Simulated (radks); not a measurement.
Q: Coherent X-ray form factor from a spherical all-electron density. Method: non-relativistic Kohn-Sham, LDA (Slater exchange, Perdew-Wang correlation), spin-polarised, spherical densities, point nucleus; computed with a radial shooting solver on a logarithmic mesh with Libxc functionals.

sin(theta)/lambda (1/angstrom)  f0 (electrons)
0.05                                    53.353
0.1                                     51.539
0.15                                    48.889
0.2                                     45.816
0.25                                    42.687
0.3                                     39.748
0.4                                     34.775
0.5                                     30.836
0.6                                     27.531
0.8                                     22.237
1                                       18.616
1.25                                    15.708
1.5                                     13.471
2                                        9.540

The species is in the configuration that NIST lists as its ground one. Which atom or ion scatters so?

A: The cerium ion Ce4+, [Xe]. Extrapolating in s^2 from the first two rows gives f0(0) = 54.0, near the electron count 54; among species with that count, the fall with angle is slower the higher Z, and the table is that of Z = 58; from so few rows the species is fixed only to a neighbour or two.
